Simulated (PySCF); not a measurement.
Compound: C3H7ClO2S.
Z-matrix (Å and degrees, PBE0-D3(BJ)/def2-SVP geometry), rows numbered from 1:
```
C 
C   1  1.5146
C   2  1.5144  1  115.65
S   2  1.8129  1  110.47  3  -126.32
O   4  1.4480  2  109.48  1   176.82
O   4  1.4479  2  109.44  1   -47.65
Cl  4  2.1104  2  100.75  1    64.54
H   1  1.0981  2  111.25  3   178.38
H   1  1.0999  2  108.98  3   -61.85
H   1  1.0997  2  110.78  3    57.25
H   2  1.1059  1  110.29  3   126.03
H   3  1.0997  2  110.75  1   -57.41
H   3  1.0980  2  111.25  1  -178.52
H   3  1.0999  2  108.98  1    61.68
```

Computed with PySCF at wB97X-D/def2-SVPD, non-relativistic, on one gas-phase PBE0-D3(BJ)/def2-SVP geometry that isn't relaxed in the solvent. The solvent is an IEF-PCM continuum (Bondi radii, 1.10 Å for H, scaled by 1.2). Specific hydrogen bonds and non-electrostatic terms are outside this model.

Gas phase at wB97X-D/def2-SVPD: HOMO -11.02 eV, LUMO -0.27 eV, dipole 4.57 D.

What does the continuum do to the energy, the frontier levels and the dipole at wB97X-D/def2-SVPD in chloroform and tetrahydrofuran?

| solvent | ε | E(solvent) − E(gas) (kcal/mol) | polarisation term (kcal/mol) | distortion of the solute (kcal/mol) | HOMO (eV) | LUMO (eV) | dipole (D) |
| --- | --- | --- | --- | --- | --- | --- | --- |
| chloroform | 4.711 | -5.09 | -5.86 | 0.77 | -11.13 | -0.30 | 5.56 |
| tetrahydrofuran | 7.426 | -5.85 | -6.88 | 1.03 | -11.13 | -0.30 | 5.72 |

Polarisation term: ½ Σ q·V over the induced surface charges. Distortion: the rise of the solute's own energy as its density leaves the gas-phase optimum. The atom shares or the degeneracy of the HOMO differ from the gas phase in chloroform and tetrahydrofuran, so that column needn't follow one orbital. From chloroform to tetrahydrofuran the lowering changes by a factor 1.15, Onsager's factor (ε − 1)/(2ε + 1) by 1.14 and ε itself by 1.6.

Which radius a makes the point-dipole formula ΔE = −[(ε − 1)/(2ε + 1)]·μ²/a³ give the value in tetrahydrofuran, with the gas-phase dipole?

μ = 1.798 au and |ΔE| = 0.00932 Eh give a = 2.75 Å; the farthest nucleus lies 2.59 Å from the centroid of the nuclei. The formula assumes a rigid point dipole at the centre of a sphere.

How does the static polarisability (wB97X-D/def2-SVPD, frozen core, with the continuum's full static response) change?

| medium | isotropic (au) | principal values (au) | ⟨r²⟩ of the electrons (bohr²) |
| --- | --- | --- | --- |
| gas | 78.8 | 74.6, 77.8, 83.9 | 998.5 |
| chloroform | 98.7 | 93.1, 96.5, 106.4 | 998.2 |
| tetrahydrofuran | 102.3 | 96.6, 99.7, 110.7 | 998.1 |

The isotropic value in tetrahydrofuran is 1.30 times the gas-phase one; no cavity-field correction is applied. ⟨r²⟩ is taken about the centre of nuclear charge.

Note: wB97X-D ran without an empirical dispersion term, which enters the total energy and its gradient alone.
